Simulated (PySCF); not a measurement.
Computed properties of Si(H)2(F)(Me) (CH5FSi), SMILES C[SiH2]F

Si(H)2(F)(Me) (CH5FSi), SMILES C[SiH2]F. Coordinates come from a B3LYP-D3(BJ)/def2-TZVP optimisation. The values are those of a single conformer. All values are computed for the isolated molecule unless a solvent is named; none is compared with measurement here.

**Structure.** The optimised structure has Cs symmetry. All 18 harmonic modes at B3LYP-D3(BJ)/def2-TZVP (PySCF) are real, so it is a minimum. With heavy atoms numbered as in [SiH2:1]([CH3:2])[F:3], the shortest bond between them is Si1–F3 at 1.611 Å and the longest Si1–C2 at 1.858 Å.

**Vibrations.** The strongest infrared lines (harmonic, unscaled, degenerate partners summed) lie at 960 cm⁻¹ (245 km/mol, H 72 %, Si 20 %), 2238 cm⁻¹ (161 km/mol, H 96 %), 983 cm⁻¹ (125 km/mol, H 92 %). The softest mode is at 162 cm⁻¹ and the zero-point energy is 35.3 kcal/mol.

**Electronic structure.** r2SCAN/def2-TZVPD (PySCF) places the frontier levels at -8.18 and -0.04 eV, a gap of 8.14 eV, and gives a dipole moment of 1.73 D and a mean polarisability of 40.4 bohr³.

**Excitations.** TDDFT-CAM-B3LYP/def2-SVPD (PySCF) has S1 at 8.33 eV (149 nm, f = 0.010, weak); the most intense of the 10 singlets computed lies at 10.72 eV (f = 0.25). T1 (TDA) is at 7.76 eV. No vertical singlet excitation falls in the visible range (under 3.1 eV).

**NMR.** GIAO shifts at B3LYP/pcSseg-2 (PySCF) (non-relativistic, atoms alike by connectivity averaged): ¹³C at -1.5 ppm against TMS; ¹H from 0.4 to 5.3 ppm against TMS; ²⁹Si at -0.8 ppm against TMS; ¹⁹F at -222.2 ppm against CFCl3.
